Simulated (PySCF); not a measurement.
**Identify the compound**

The spectra below were simulated for a compound C$_{7}$H$_{11}$ClO$_{2}$.

1H NMR (400 MHz, computed): δ 3.47 (s, 3H), 2.04 (m, 1H), 1.85 (s, 3H), 1.61 (s, 3H), 1.08 (m, 1H).

13C{1H} NMR (computed): δ 186.0 (C), 74.0 (C), 56.7 (CH3), 42.2 (C), 34.4 (CH2), 17.6 (CH3), 17.5 (CH3).

Non-relativistic Hamiltonian, isolated molecule, equivalent nuclei averaged, one computed conformer. Geometry: GFN2-xTB; PBE0/pcSseg-1 with gauge-including orbitals; PySCF 2.14.

Scale: 1H and 13C vs TMS (reference shieldings calculated alike).

Task: Which candidate is it?
A. C=C[C@@H](C)[C@@H](OC)C(=O)Cl
B. CO[C@]1(C(=O)Cl)CC1(C)C
C. CO[C@@]1(C)C[C@]1(C)C(=O)Cl
D. CC/C(C(=O)Cl)=C(\C)OC
E. C=C[C@@H](C(=O)Cl)[C@@H](C)OC

Result: C. 

1. The formula gives 2 degrees of unsaturation (1 ring in the answer).
2. 7 carbon signals for 7 carbons: no two carbons are equivalent.
3. Carbon types of the structure: 3 × C, 1 × CH2, 3 × CH3, which accounts for all hydrogens.
4. δC 186.0: carbonyl carbon.
5. δC 74.0, 42.2, 34.4: three-membered-ring carbon.
6. δC 56.7: methyl carbon bonded to O; the inductive effect lowers its shielding.
7. δC 17.6, 17.5: methyl carbon; aliphatic region, no heteroatom directly attached.
8. δH 3.47: hydrogen on a methyl carbon bonded to O; its carbon carries O, an electronegative neighbour.

The others: CC/C(C(=O)Cl)=C(\C)OC would give 4 signals for carbon-bound and other non-exchanging H, not 5; C=C[C@@H](C)[C@@H](OC)C(=O)Cl would give 7 signals for carbon-bound and other non-exchanging H, not 5; C=C[C@@H](C(=O)Cl)[C@@H](C)OC would give 7 signals for carbon-bound and other non-exchanging H, not 5; CO[C@]1(C(=O)Cl)CC1(C)C has carbons computed at 186.9, 76.1, 58.3, 41.5, 31.2, 22.9, 20.3.

Carbons that carry Cl, above all several Cl atoms, come out too deshielded, partly because spin–orbit coupling is missing. Shifts are as computed. Against solution values, carbons near 30 ppm lie about +3 ppm off and those near 130 ppm about +5 ppm; carbons on Cl a further +6 ppm. Of 1211 compounds with measured shifts, 218 miss one by over three times the rms of a fit or turn the order of signals round; such compounds aren't used in these exercises. Multiplicities follow the n + 1 count of equivalent neighbours, as no J values were calculated; m marks all less simple cases, F and P coupling included.
